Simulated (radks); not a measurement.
Results of a calculation; reference values are marked as such.
Charge is removed step by step from the 5p (averaged over the sub-levels emptied) level of the caesium ion Cs2+, starting from [Kr] 4d10 5s2 5p5. Code: a radial shooting solver on a logarithmic mesh with Libxc functionals. Model: Dirac Kohn-Sham, PBE, spin-unpolarised, spherical densities, finite nucleus; open shells are shared between the two j in proportion to 2j + 1; Fermi nuclear charge, rms radius 4.8041 fm.

removed (e)  E - E(0) (eV)  eigenvalue (eV)  E minus straight line (eV)
0                    0.000          -28.806                       0.000
0.125                3.683          -30.119                      -0.585
0.25                 7.530          -31.442                      -1.006
0.375               11.544          -32.775                      -1.261
0.5                 15.724          -34.118                      -1.348
0.625               20.074          -35.471                      -1.267
0.75                24.593          -36.834                      -1.016
0.875               29.282          -38.206                      -0.594
1                   34.144          -39.587                       0.000

Removing the whole electron costs 34.144 eV by Delta-SCF, against 28.806 eV from minus the eigenvalue at the starting occupation. Slater's transition state (half an electron removed) gives 34.118 eV. Integrating minus the eigenvalue over the occupation (Janak's theorem) gives 34.144 eV. The mean slope of the eigenvalue, de/dn, is 10.8 eV per electron. Ionisation energy of Cs2+ in the NIST Atomic Spectra Database: 33.195 eV (semi-empirical).

Beside tabulated values, note that spin-unpolarised runs miss the spin-polarisation part of the exchange energy of open shells.
